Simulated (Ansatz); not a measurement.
Results of the Gaussian-basis code of Ansatz.

A structure relaxed at PBE0-D4/def2-TZVP, charge 0, multiplicity 1:

```json
{"atom": "F1", "x (Å)": "-1.8329", "y (Å)": "-0.4437", "z (Å)": "-1.3672"}
{"atom": "C2", "x (Å)": "-0.8881", "y (Å)": "-0.1936", "z (Å)": "-0.4945"}
{"atom": "N3", "x (Å)": "-1.0283", "y (Å)": "0.1735", "z (Å)": "0.7173"}
{"atom": "Si4", "x (Å)": "0.6690", "y (Å)": "0.0569", "z (Å)": "0.2647"}
{"atom": "F5", "x (Å)": "1.5168", "y (Å)": "1.3763", "z (Å)": "0.0686"}
{"atom": "H6", "x (Å)": "1.5634", "y (Å)": "-0.9694", "z (Å)": "0.8112"}
```

Question: Give its formula and SMILES.

Answer: CHF2NSi, `FC1=N[SiH]1F`.

Question: Summarise the bond lengths by kind.

Answer: 1 × C–F 1.310 Å; 1 × C–N 1.274 Å; 1 × C–Si 1.750 Å; 1 × N–Si 1.761 Å; 1 × F–Si 1.581 Å; 1 × H–Si 1.467 Å.
